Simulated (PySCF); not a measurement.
Compound: 4-methyl-o-benzoquinone, C₇H₆O₂.
SMILES with atom numbers: `[CH3:1][C:2]1=[CH:3][C:4](=[O:5])[C:6](=[O:7])[CH:8]=[CH:9]1`

Geometry (GFN2-xTB, Å), atoms numbered from 1 in this order:
```
atom  x, y, z in Å
C1    -2.2056   -0.3203   -0.1010
C2    -0.7240   -0.1641   -0.0284
C3     0.1120   -1.2079    0.1367
C4     1.5605   -1.0573    0.2079
O5     2.3178   -1.9924    0.3566
C6     2.1136    0.3757    0.0839
O7     3.3048    0.5849    0.1313
C8     1.1211    1.4401   -0.0895
C9    -0.1929    1.1801   -0.1410
H10   -2.4983   -1.3616   -0.0049
H11   -2.6802    0.2558    0.6929
H12   -2.5754    0.0653   -1.0506
H13   -0.2605   -2.2189    0.2255
H14    1.5089    2.4453   -0.1727
H15   -0.9061    1.9833   -0.2687
```

Probes without a nucleus sit at each ring's centroid and 1 Å off its mean plane on both sides; NICS is minus the shielding there, NICSzz its component along the normal. Level: GIAO PBE0/pcSseg-1 (PySCF, non-relativistic, gas phase) on the GFN2-xTB geometry, one conformer.

Ring bond lengths (Å), with Mayer bond orders in brackets: C2–C3 1.348 (1.65), C3–C4 1.458 (1.08), C4–C6 1.541 (0.86), C6–C8 1.466 (1.06), C8–C9 1.340 (1.74), C9–C2 1.450 (1.08).

Problem. Give the NICS values of each ring in ppm.

Solution. 
```tsv
ring	type	NICS(0)	NICS(1), two faces	NICS(1)zz, two faces	rms pucker (Å)	centre to ring atoms, mean (Å)
C2–C3–C4–C6–C8–C9	6-membered carbocycle; formal bonds 2 double, 4 single	10.6	1.8 / 1.8	6.8 / 6.8	0.00	1.43
```

Problem. What can be read from them?

Solution. 
- C2–C3–C4–C6–C8–C9: mean NICS(1)zz 6.8 ppm, deshielded. That is too small in size for a clear verdict by the NICS criterion. NICS(0) lies 9 ppm above the mean NICS(1).

Problem. What does the geometric index give? HOMA takes Krygowski's 1993 parameters.

Solution. 
- C2–C3–C4–C6–C8–C9: HOMA -0.81 = 1 − EN − GEO, with mean bond length 1.434 Å, EN = α(Ropt − mean)² = 0.539 and GEO = α × variance = 1.267. The geometric and the magnetic index point the same way.

Problem. At the first NICS(1) probe listed for ring C2–C3–C4–C6–C8–C9, 1 Å off the ring, what do the in-plane components average?

Solution. The isotropic value is a third of the trace: (3 × 1.8 − (6.8))/2 = -0.7 ppm.
